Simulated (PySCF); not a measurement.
Computed IR spectrum (relative IR intensity) of a molecule C₄H₆. Geometry optimised at PBE-D3(BJ)/def2-SVP. One conformer was computed; it need not be the lowest. Method: PBE-D3(BJ)/def2-SVP (PySCF). No scaling factor is applied to the harmonic values.

ν (cm⁻¹): 355 (w), 506 (w), 637 (s), 648 (s), 760 (vw), 1049 (w), 1290 (m), 1391 (w), 1417 (w), 1429 (w), 2167 (w), 2959 (m), 2981 (m), 2999 (w), 3075 (m), 3078 (m), 3410 (vs) (against the strongest line: vs over 80 %, s over 45 %, m over 15 %, w over 4 %, vw less)

Pick the molecule that these values belong to.
(A) C=CC=C
(B) C1=CCC1
(C) C#CCC
(D) CC#CC

C, C#CCC
